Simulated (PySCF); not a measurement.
BaBr2, SMILES [Ba]([Br])[Br].

The structure is a stationary point at B3LYP-D3(BJ)/def2-SVP. The def2 effective core potentials stand for the cores of Ba; spin–orbit coupling is left out.

Two levels are set side by side: PBE/def2-TZVPD (PySCF) and CAM-B3LYP/def2-TZVPD (PySCF). Same geometry, gas phase. Differences are taken from unrounded values.

```tsv
quantity	CAM-B3LYP
orbital gap (eV)	6.96
highest occupied level (eV)	-8.51
lowest empty level (eV)	-1.55
dipole moment (D)	6.82
mean polarisability (bohr³)	86.8
```

Q: What does PBE give, and how far is it from CAM-B3LYP? (The exact figures need the calculation; the answer reports its results.)

A: 
```csv
quantity,PBE,PBE minus CAM-B3LYP
orbital gap (eV),3.45,-3.51
highest occupied level (eV),-6.07,2.44
lowest empty level (eV),-2.62,-1.07
dipole moment (D),6.39,-0.44
mean polarisability (bohr³),96.2,9.4
```

Without exact exchange PBE keeps part of each electron's self-repulsion, which lifts occupied levels and narrows the gap. PBE's more diffuse valence density responds more strongly to a field. Differences between two approximate levels are no errors against the true value.

Rough cost on one machine, each run with all the roots and properties that it gave: CAM-B3LYP against PBE within a factor of 2.
